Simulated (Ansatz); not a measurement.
Program: Ansatz. Geometries: PBE0-D4/def2-TZVP. ΔE: electronic, gas phase. CCSD(T)/CBS is the MP2 limit (def2-TZVPP, def2-QZVPP) plus CCSD(T) − MP2 in def2-TZVPP, frozen cores. This one scheme is used for every species. Functionals use def2-TZVPP. Each species was taken in one conformer, which may not be the lowest.

Reaction (formal exchange of groups at the Si–C bond): `C[SiH2]C[SiH2]F` + `C#C` → `F[SiH3]` + `C#CC[SiH2]C`

(1) Is it downhill or uphill in electronic energy at CCSD(T)/CBS, and by how much? (Estimate.)

(2) What do these levels give: ωB97M-V, PBE, r2SCAN, HF/def2-TZVPP, SCS-MP2/def2-TZVPP, CCSD/CBS(def2)? (An estimate is asked.)

Largest T1 diagnostic among the species: 0.013.

Results:

(1) The calculation gave: Uphill: ΔE = +35.7 kJ/mol.

(2) The calculation gave: ωB97M-V 34.4, PBE 25.6, r2SCAN 30.6, HF/def2-TZVPP 25.3, SCS-MP2/def2-TZVPP 29.4, CCSD/CBS(def2) 35.2 kJ/mol.

In def2-TZVPP, CCSD(T) changes the Hartree–Fock value by +8.3 kJ/mol (the triples alone add +0.5 kJ/mol) and MP2 by +5.7 kJ/mol.
